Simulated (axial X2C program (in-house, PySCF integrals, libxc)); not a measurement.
## Potential curves of MoP, with spin–orbit coupling

Calculated with an in-house all-electron X2C program for linear molecules (integrals from PySCF). Two-component (2c) means X2C with spin–orbit coupling and atomic mean-field two-electron Coulomb and Gaunt terms. Basis: Mo dyall-cv3z [11s12p9d5f3g], P dyall-v3z [8s7p2d1f] (cores contracted in-house); Gaussian nuclei, density fitting, unrestricted open shells. Masses: Mo 97.905 u, P 30.974 u.

State: Ω = 3/2 (⟨Sz⟩ = 1.50, ⟨Lz⟩ = 0.00 at PBE0). Energies in cm⁻¹ from the fragments at the same level (Mo + P). Fits are polynomials in 1 − R0/R over 0.85 to 1.23 times the lowest point R0.

```tsv
R (Å)	PBE0	CCSD(T)	CCSD
1.8583	-14607		
1.9438	-19908	-17776	-14147
2.0078	-22027	-19791	-16345
2.0719	-23038	-20740	-17523
2.1360	-23276	-20887	-17947
2.2108	-22909	-20381	-17804
2.2855	-22102	-19444	-17233
2.3816	-20688	-17924	-16142
2.4991	-18670		
2.6700	-15591
```

Correlated methods: 19 electrons correlated (number of frozen shells: Mo 3 s, 2 p, 1 d; P 2 s, 1 p), 263 virtual spin orbitals or spinors in MP2, 110 natural virtuals in coupled cluster.

The state is a single determinant with fixed occupations, the lowest that a limited PBE0 search found. De is counted from the lowest determinant-based energies of the atoms at the same level, without counterpoise correction. Density functionals use the spin component along the axis (collinear). CCSD and (T) use frozen natural virtuals with an MP2 correction for the truncation; (T) itself is uncorrected, so its De runs slightly low. With several unpaired electrons one determinant need not be a pure state. This is the top spin component of a Σ state; components of lower Ω are not single determinants and can lie lower. The determinant is spin-polarised beyond a pure state at some levels (its spin-free form has ⟨S²⟩ too high), which makes Re and μ there less reliable. The T1 diagnostic is large, a sign of multireference character. Coupled cluster ran on the points near the minimum only. MP2 and coupled cluster on one determinant become unreliable at the stretched end.

Task: Fit the PBE0 curve near its minimum: give the equilibrium distance, the harmonic wavenumber and the well depth.

Result: At PBE0, 2c: Re = 2.129 Å, ωe ≈ 433 cm⁻¹, De = 2.89 eV to Mo + P; Be follows as 0.158 cm⁻¹.

Task: What are Re, ωe and De at the CCSD(T) level?

Result: At CCSD(T), 2c: Re = 2.118 Å, ωe ≈ 462 cm⁻¹, De = 2.59 eV to Mo + P; Be follows as 0.16 cm⁻¹.

Task: What are Re, ωe and De at the CCSD level?

Result: At CCSD, 2c: Re = 2.153 Å, ωe ≈ 399 cm⁻¹, De = 2.23 eV to Mo + P; Be follows as 0.154 cm⁻¹.
